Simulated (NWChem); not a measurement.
Molecule: ZnBr₂; SMILES [Zn]([Br])[Br]

Results from NWChem. Geometry: optimised at PBE-D3(BJ)/def2-SVP. Level PBE/def2-SVP: single points from the atomic guess with DIIS by default; each run changes one setting, and all converged runs end within 0.3 mHa of each other. cgmin counts macro-iterations, each dearer than a DIIS step.

Problem. Which setting needs the most SCF iterations, or fails (DIIS on 3 Fock matrices; quadratically convergent solver (cgmin); level shift of 0.5 Ha throughout; occupation smearing of 0.005 Ha; defaults; no DIIS, 40 % damping)?

Solution. no DIIS, 40 % damping, with 31 against 7 for the defaults.
| setting | SCF iterations |
|---|---|
| defaults | 7 |
| quadratically convergent solver (cgmin) | 5 |
| occupation smearing of 0.005 Ha | 7 |
| no DIIS, 40 % damping | 31 |
| level shift of 0.5 Ha throughout | 12 |
| DIIS on 3 Fock matrices | 9 |
